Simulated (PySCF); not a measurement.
B3LYP has the VWN-RPA correlation part, as in Gaussian. 

Z-matrix (Å, degrees):
```
Cr
O 1 1.5707
O 1 1.5708 2 115.99
N 1 1.8074 2 107.23 3 -119.64
H 4 1.0243 1 123.21 2 -30.18
H 4 1.0243 5 113.44 1 175.09
N 1 1.8074 2 107.14 3 119.68
H 7 1.0243 1 123.17 2 29.96
H 7 1.0243 8 113.46 1 -175.04
```
Charge 0, spin multiplicity 1.

Q: Give the LUMO, dipole moment, charge on the central atom (Mulliken), HOMO–LUMO gap and HOMO at the level B3LYP-D3(BJ)/def2-TZVP // BP86-D3(BJ)/def2-SVP in PySCF.

A: 
```json
{
  "LUMO": "-3.23 eV",
  "dipole_moment": "4.07 D",
  "charge on the central atom (Mulliken)": "1.42 e",
  "HOMO–LUMO gap": "3.92 eV",
  "HOMO": "-7.15 eV"
}
```
